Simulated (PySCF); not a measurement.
Compound: C2H9PSSi.
Numbering: `[CH3:1][S:2][CH2:3][PH:4][SiH3:5]` (hydrogens: H6, H7, H8 on C1; H9, H10 on C3; H11 on P4; H12, H13, H14 on Si5)

Method: TDDFT PBE0/def2-SVPD, vertical, gas phase, core orbitals frozen in the response in PySCF. One conformer (not necessarily the lowest) at the GFN2-xTB geometry, without solvent, vibrations or thermal averaging. Torsions of this conformer, `[CH3:1][S:2][CH2:3][PH:4][SiH3:5]`: C1–S2–C3–P4 -64°, S2–C3–P4–Si5 -167°.

Problem. Predict the UV-vis stick spectrum at this level.

Solution. 

```
state  E (eV)  E (kJ/mol)  λ (nm)       f   main configurations (H = HOMO, L = LUMO)
   S1    5.04         486   245.9  0.0069                                  H→L (83%)
   S2    5.49         530   225.8  0.0057                     H→L+1 (75%), H→L (11%)
   S3    5.77         556   215.1  0.0066       H→L+2 (73%), H→L+1 (13%), H→L+3 (8%)
   S4    5.86         566   211.5   0.012                                H-1→L (92%)
   S5    6.12         590   202.7  0.0079                   H→L+3 (52%), H→L+4 (27%)
   S6    6.21         599   199.6  0.0076                   H→L+4 (53%), H→L+3 (25%)
   S7    6.41         618   193.5   0.055                              H-1→L+2 (68%)
   S8    6.45         622   192.4   0.046  H-1→L+1 (27%), H→L+5 (26%), H-1→L+2 (19%)
```

Triplets, Tamm–Dancoff:

```tsv
state	E (eV)	λ (nm)	main configurations (H = HOMO, L = LUMO)
T1	4.61	268.9	H→L (72%), H→L+2 (11%)
T2	5.13	241.9	H-1→L (54%), H→L+1 (15%), H-1→L+1 (9%)
T3	5.32	233.2	H→L+1 (41%), H-1→L (22%), H-1→L+1 (8%)
```

The lowest singlet lies at 5.04 eV (246 nm, ultraviolet) and is weak; its leading configuration is HOMO→LUMO (83%). The most intense listed level is S7 at 6.41 eV (194 nm, f = 0.055), 1.36 eV above S1. Löwdin shares by element: HOMO sulfur 66%, carbon 19%, phosphorus 6%; LUMO sulfur 23%, phosphorus 23%, silicon 14%, carbon 10% or more (atoms not listed hold the other 30%). Weighted by f, the mean energy of these states is 6.22 eV. The oscillator strengths of these states sum to 0.148; summed over the whole spectrum of an exact calculation they would give the number of electrons, 66 (Thomas–Reiche–Kuhn). The listed states span 1.40 eV, and the widest gap between neighbours is 0.45 eV (S1 to S2). Only the lowest 8 singlets were computed, as vertical energies without vibronic structure.
